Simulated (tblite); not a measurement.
Compound: C₃H₅F₃NP.
Cartesian coordinates in Å at the GFN2-xTB level; atoms count from 1:
```
atom  x, y, z in Å
C1     2.0864    0.1359    0.2651
C2     1.1131   -0.6548   -0.1544
P3    -0.3171   -0.0606   -1.1078
N4    -0.3686    1.5347   -0.6008
C5    -1.5595   -0.8622    0.1141
F6    -1.4160   -2.1831    0.2443
F7    -2.8248   -0.6330   -0.2745
F8    -1.4465   -0.3321    1.3505
H9     2.9437   -0.2460    0.7946
H10    2.0575    1.1988    0.0913
H11    1.1524   -1.7287   -0.0188
H12   -0.9983    2.1303   -1.1201
H13   -0.4268    1.7013    0.3988
```

Method: GFN2-xTB as coded in tblite; computed harmonic values from a numerical Hessian at the method's own geometry, unscaled. Against measured fundamentals such values can be off by several per cent, at times by over 20. One conformer, not necessarily the lowest.

Harmonic wavenumbers (cm⁻¹): 48.7, 79.9, 147.0, 193.3, 211.8, 250.6, 271.4, 312.3, 390.0, 431.7, 464.8, 471.1, 567.8, 582.7, 653.9, 700.2, 876.4, 900.0, 913.3, 992.5, 1010.5, 1028.7, 1060.8, 1098.4, 1235.8, 1384.0, 1439.9, 1657.7, 3041.5, 3095.7, 3122.8, 3359.3, 3441.0.

A = 2635, B = 1349, C = 1166 MHz; mass 143.011 u (most abundant isotopes); point group C1, symmetry number 1.

**Question.** What is the zero-point energy?

**Answer.** Half the sum of the wavenumbers: 17718 cm⁻¹ = 50.66 kcal/mol.

**Question.** Entropy at 500 K, 1 bar (ideal gas, RRHO, classical rotation)?

**Answer.** Translation 43.38, rotation 30.28, vibration 43.64: S = 117.3 cal/(mol K).

**Question.** And Cp and H(500 K) − H(0)?

**Answer.** Cp = 47.34 cal/(mol K), of which vibrations give 39.39 (their classical limit is 33 R = 65.6); H(500 K) − H(0) = 15.11 kcal/mol without the zero-point energy, 11.13 from vibrations.

**Question.** Which modes carry the vibrational entropy at 500 K?

**Answer.** 48.7 cm⁻¹: 5.89; 79.9 cm⁻¹: 4.91; 147.0 cm⁻¹: 3.71; 193.3 cm⁻¹: 3.18; 211.8 cm⁻¹: 3.00; 250.6 cm⁻¹: 2.68 cal/(mol K); the other 27 give 20.26 together.

**Question.** Blend soft modes into free rotors: weight 1/[1 + (100 cm⁻¹/ν̃)⁴] for the oscillator and the rest for a rotor with moment μB/(μ + B), μ = h/(8π²ν), B = 10⁻⁴⁴ kg m². What vibrational entropy results?

**Answer.** 40.81 cal/(mol K) in place of 43.64, which changes −T·S at 500 K by +1.42 kcal/mol.

**Question.** What must be added to the electronic energy to get the Gibbs energy at 500 K and 1 bar?

**Answer.** ZPE + [H(500 K) − H(0)] − T·S = 50.66 + 15.11 − 58.65 = 7.12 kcal/mol.

Hindered rotation and anharmonicity are outside this model. Other conformers, if any are populated, would add a mixing term that is left out. The structure is chiral; the term R ln 2 for an equal mix with its mirror image is left out.
